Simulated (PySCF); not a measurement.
A calculated (TPSS, PySCF 2.14, aug-cc-pV(T+d)Z, the non-relativistic Hamiltonian (point nucleus)) atom or ion has these occupied shells.

```csv
shell,electrons,orbital energy (eV),"rms radius, mean of both spins (bohr)"
1s α,1,-2111.8,0.120
1s β,1,-2111.3,0.120
2s α,1,-199.48,0.567
2s β,1,-198.88,0.567
2p α,3,-150.00,0.542
2p β,3,-149.30,0.542
3s α,1,-36.056,1.85
3p α,2,-26.239,2.07
```

(1) Name the element and its charge.

## Answers

(1) P²⁺ (phosphorus, charge +2), in [Ne] 3s1 3p2, high-spin 4P determinant (an excited configuration).
